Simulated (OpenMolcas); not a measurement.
**Fe3+: effect of the basis set**

| Property | Result |
| --- | --- |
| Program | OpenMolcas 26.06 |
| Method | CASSCF |
| Active space | 5 electrons in 5 orbitals (3d) |
| State averaging | 2S+1 = 6 even, 1 root; 2S+1 = 4 even, 24 roots; 2S+1 = 2 even, 75 roots |
| Spin-orbit coupling | state interaction with AMFI integrals over the reference wave functions, term energies averaged over their components |

A. ANO-RCC-VDZP [5s4p2d1f], DKH2, point nucleus; cost roughly 21 core-seconds
B. ANO-RCC-VTZP [6s5p3d2f1g], DKH2, point nucleus; cost roughly 40 core-seconds
C. ANO-L-VTZP [6s5p3d2f1g], non-relativistic, point nucleus; cost about 28 core-seconds
D. ANO-R2 [6s5p4d2f1g], X2C, finite nucleus; cost roughly 50 core-seconds
E. ANO-RCC-VQZP [7s6p4d3f2g1h], DKH2, point nucleus; cost of the order of 30 core-seconds
F. ANO-R3 [7s5p5d3f2g1h], X2C, finite nucleus; cost roughly 30 core-seconds

Energies in cm-1 above 3d5 6S 5/2, the measured ground level; measured values from Corliss and Sugar, J. Phys. Chem. Ref. Data 11, 135 (1982).

| Level | A | B | C | D | E | F | Measured |
| --- | --- | --- | --- | --- | --- | --- | --- |
| 3d5 6S 5/2 | 0.0 | 0.0 | 0.0 | 0.0 | 0.0 | 0.0 | 0.0 |
| 3d5 4G 5/2 | 37327 | 37183 | 37171 | 37475 | 37633 | 37537 |  |
| 3d5 4G 7/2 | 37354 | 37208 | 37197 | 37499 | 37656 | 37562 |  |
| 3d5 4G 11/2 | 37360 | 37214 | 37203 | 37506 | 37662 | 37568 | 32246 |
| 3d5 4G 9/2 | 37369 | 37223 | 37212 | 37514 | 37670 | 37576 |  |
| 3d5 4P 5/2 | 42918 | 42765 | 42742 | 43113 | 43306 | 43184 | 35254 |
| 3d5 4P 3/2 | 42993 | 42836 | 42816 | 43183 | 43374 | 43254 | 35333 |
| 3d5 4P 1/2 | 43081 | 42921 | 42903 | 43264 | 43454 | 43336 | 35407 |
| 3d5 4D 7/2 | 46405 | 46226 | 46220 | 46567 | 46753 | 46643 | 38779 |
| 3d5 4D 1/2 | 46489 | 46307 | 46304 | 46644 | 46829 | 46721 | 38897 |
| 3d5 4D 3/2 | 46557 | 46372 | 46371 | 46707 | 46891 | 46785 |  |
| 3d5 4D 5/2 | 46574 | 46388 | 46388 | 46723 | 46907 | 46801 |  |
| 3d5 2I 11/2 | 53134 | 52935 | 52917 | 53348 | 53580 | 53437 |  |
| 3d5 2I 13/2 | 53197 | 52996 | 52980 | 53407 | 53637 | 53497 |  |
| 3d5 2D 5/2(1) [69 %] | 59640 | 59447 | 59412 | 59918 | 60192 | 60012 | 49542 |
| 3d5 2D 3/2(1) | 60271 | 60058 | 60038 | 60516 | 60781 | 60615 | 50051 |
| 3d5 2F 7/2(1) | 61466 | 61247 | 61228 | 61710 | 61981 | 61813 | 51394 |
| 3d5 2F 5/2(1) [58 %] | 62197 | 61957 | 61955 | 62405 | 62664 | 62513 | 52167 |
| 3d5 4F 9/2 | 62474 | 62244 | 62237 | 62692 | 62945 | 62793 | 52621 |
| 3d5 4F 7/2 | 62531 | 62298 | 62293 | 62743 | 62996 | 62846 | 52695 |
| 3d5 4F 5/2 [75 %] | 62710 | 62466 | 62469 | 62906 | 63157 | 63013 |  |
| 3d5 4F 3/2 | 62716 | 62476 | 62476 | 62916 | 63166 | 63021 |  |
| 3d5 2H 9/2 | 65161 | 64936 | 64917 | 65420 | 65705 | 65527 | 56058 |
| 3d5 2H 11/2 | 65409 | 65174 | 65161 | 65652 | 65933 | 65762 | 56369 |

Deviations, from unrounded energies. A percentage is the sum of absolute deviations over the sum of measured energies, with the sign that they share, or ± where signs differ.

| Against measurement | Levels | A | B | C | D | E | F |
| --- | --- | --- | --- | --- | --- | --- | --- |
| mean absolute deviation (cm-1) | 14 | 8700 | 8500 | 8500 | 8900 | 9100 | 9000 |
| other terms of the ground configuration (%) | 14 | +19.1 | +18.7 | +18.6 | +19.6 | +20.1 | +19.8 |

A, B, C, D lie about equally close to measurement and E furthest from it. The largest miss of C in the table is 3d5 2D 3/2(1), by +10000 cm-1. The ranking rests on the paired levels alone, and a cruder setting can come out closer through cancelling errors.

Among A to F the level of the table that moves most is 3d5 2H 9/2, by 790 cm-1 (lowest in C, highest in E).

Without dynamic correlation excited terms often stand tens of per cent too high (terms of higher spin than the ground term too low), and those without a measured partner can miss by more than the paired ones. The basis is small and was not contracted for so high a charge (holds for A). Measured partners are found by configuration, term and J. A level has none where our copy of the source lacks it or the pairing is in doubt (some pairs that miss far off the trend of their configuration count as doubtful), and it then counts in no deviation. Levels of configurations outside the active space are missing. Levels that lie high or do not pair safely by name in every column are left out.

A share in square brackets marks a mixed level and gives the weight of the term that names it, the lowest over the columns. A number in round brackets counts repeated terms of one configuration in the order of the reference energies.
